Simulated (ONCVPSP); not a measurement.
## Ni: one change to an ONCV potential, before and after

Ni, optimised norm-conserving Vanderbilt (ONCV), made with ONCVPSP 4.0.1 (PBE, scalar-relativistic). Core [Ne], reference 3s2 3p6 3d8 4s2. Waves: 3s+4s: rc 1.10 bohr, ncon 3, nbas 7, qcut 12.9 1/bohr, 2 projectors; 3p: rc 1.10 bohr, ncon 4, nbas 9, qcut 9.8 1/bohr, 2 projectors, debl 0.7 Ha; 3d: rc 0.75 bohr, ncon 5, nbas 10, qcut 14 1/bohr, 2 projectors, debl 3.6 Ha. Local part: polynomial inside 0.70 bohr (lpopt 5, dvloc0 2 Ha). Core correction: none.

In the p channel the program set the typed energies aside and used -2.623, 0.250 Ha.

Change: d: qcut 14.3.

Cutoffs: the cutoffs (Ha) at which the residual kinetic energy of the hardest occupied pseudo-wave falls to 1 and 0.1 mHa per electron; they do not see the model core or the augmentation charge, which bear on the density cutoff. Errors are all-electron minus pseudo energies relative to the spin-unpolarised reference configuration.

Question: Predict the effect on cutoff, ghosts and configuration errors.

Answer: The potential gets softer (554 Ha and 671 Ha → 449 Ha and 663 Ha); the errors of the 4 common tests hardly move; neither file shows a bound ghost.

| quantity | base | changed |
| --- | --- | --- |
| cutoff, loose | 554 Ha | 449 Ha |
| cutoff, tight | 671 Ha | 663 Ha |
| loose cutoff by channel | s 54 Ha, p 39 Ha, d 554 Ha | s 54 Ha, p 39 Ha, d 449 Ha |
| bound ghosts | none | none |
| GHOST(+) flags under 300 eV | none | none |
| error for 3s2 3p6 3d8 4s1, meV [ΔE 9.32 eV] | -0.4 | -0.4 |
| error for 3s2 3p6 3d8 4s0, meV [ΔE 26.67 eV] | -0.2 | -0.3 |
| error for 3s2 3p6 3d7 4s0, meV [ΔE 64.14 eV] | -2.9 | -2.9 |
| error for 3s2 3p6 3d8.5 4s1.5, meV [ΔE -1.18 eV] | -0.4 | -0.4 |
| s: phases at 1.12 bohr within 0.05 rad from the reference energy up to (Ha; the scan ends near 5) | to the end of the scan | to the end of the scan |
| p: phases at 1.12 bohr within 0.05 rad from the reference energy up to (Ha; the scan ends near 5) | to the end of the scan | to the end of the scan |
| d: phases at 0.76 bohr within 0.05 rad from the reference energy up to (Ha; the scan ends near 5) | to the end of the scan | to the end of the scan |
